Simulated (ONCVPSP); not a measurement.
Cutoff test, B, ONCV

B (Z = 5), optimised norm-conserving Vanderbilt (ONCV), made with ONCVPSP 4.0.1 (PBEsol, non-relativistic). Core [He], reference 2s2 2p1. Waves: 2s: rc 1.50 bohr, ncon 4, nbas 8, qcut 4.2 1/bohr, 3 projectors, debl 3.5 Ha; 2p: rc 4.00 bohr, ncon 3, nbas 6, qcut 4.1 1/bohr, 1 projector. Local part: polynomial inside 1.50 bohr (lpopt 5, dvloc0 3 Ha). Core correction: Teter function, fcfact 2.75, rcfact 1.7.

Task: For each optimised wave give the share of its norm inside rc, the residual kinetic energy above qcut (Ha) and the cutoffs (Ha) for errors of 10, 1, 0.1 and 0.01 mHa per electron.

Result:

```json
{"wave": "2s", "norm inside rc": "0.337", "residual KE": "1.6e-03", "10 mHa": "5.1", "1 mHa": "10.0", "0.1 mHa": "64.1", "0.01 mHa": "79.0"}
{"wave": "s projector 2", "norm inside rc": "0.109", "residual KE": "2.6e-02", "10 mHa": "10.2", "1 mHa": "25.9", "0.1 mHa": "81.3", "0.01 mHa": "99.0"}
{"wave": "s projector 3", "norm inside rc": "0.104", "residual KE": "1.4e-01", "10 mHa": "16.6", "1 mHa": "50.3", "0.1 mHa": "123.4", "0.01 mHa": "142.3"}
{"wave": "2p", "norm inside rc": "0.905", "residual KE": "2.0e-08", "10 mHa": "3.1", "1 mHa": "4.2", "0.1 mHa": "5.1", "0.01 mHa": "5.9"}
```

The occupied waves need 10 Ha and 64 Ha for 1 and 0.1 mHa. The cutoffs count occupied waves only; projector 3 of the s channel, the hardest unoccupied one, needs 50 Ha at the loose tolerance. Its largest configuration-test error is +618 meV.
